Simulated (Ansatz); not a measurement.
Al2O6H6. Charge 0, multiplicity 1. Geometry r2SCAN-D4/def2-SVP.

```xyz
14

Al   -0.529    0.933    0.479
Al    0.343   -1.358   -0.932
O     0.652   -1.226   -2.609
O    -0.943    2.472   -0.111
O    -0.513    0.470    2.141
O     1.888   -0.287    1.229
O    -1.200   -0.313   -0.681
O     1.062    0.052    0.085
H     1.201   -0.211    1.939
H    -1.062    0.764    2.869
H    -0.692    3.322    0.257
H    -1.816   -0.114   -1.397
H     1.239   -1.781   -3.127
H     0.369   -2.723   -0.143
```

The structure holds one bond between oxygen atoms, so isomers without such links may lie far lower. The structure comes from a short search, and lower isomers may exist.

Problem. Estimate the orbital energies around the gap (eV) in Ansatz with HF/def2-TZVP, LDA (SPW92)/def2-TZVP, PBE-D4/def2-TZVP, PBE-D4/def2-TZVPD, BLYP-D4/def2-TZVP.

Solution. 
| orbital | HF/def2-TZVP | LDA (SPW92)/def2-TZVP | PBE-D4/def2-TZVP | PBE-D4/def2-TZVPD | BLYP-D4/def2-TZVP |
| --- | --- | --- | --- | --- | --- |
| HOMO−9 | -15.48 | -9.31 | -9.10 | -9.20 | -8.98 |
| HOMO−8 | -15.16 | -8.98 | -8.75 | -8.85 | -8.64 |
| HOMO−7 | -14.48 | -8.36 | -8.15 | -8.26 | -8.05 |
| HOMO−6 | -14.09 | -8.28 | -8.11 | -8.21 | -8.00 |
| HOMO−5 | -14.05 | -8.05 | -7.82 | -7.93 | -7.72 |
| HOMO−4 | -13.72 | -7.74 | -7.50 | -7.61 | -7.40 |
| HOMO−3 | -13.48 | -7.54 | -7.31 | -7.42 | -7.21 |
| HOMO−2 | -13.15 | -7.27 | -7.08 | -7.20 | -6.98 |
| HOMO−1 | -13.05 | -6.99 | -6.84 | -6.95 | -6.75 |
| HOMO | -11.89 | -6.51 | -6.34 | -6.46 | -6.28 |
| LUMO | 2.56 | -1.96 | -1.66 | -1.83 | -1.57 |
| LUMO+1 | 3.19 | -1.18 | -0.96 | -1.37 | -0.96 |
| LUMO+2 | 3.41 | -0.29 | -0.07 | -0.55 | -0.06 |
| LUMO+3 | 3.96 | -0.16 | 0.03 | -0.38 | 0.06 |
| LUMO+4 | 4.34 | 0.46 | 0.61 | -0.07 | 0.54 |
| LUMO+5 | 4.79 | 0.64 | 0.85 | 0.32 | 0.89 |
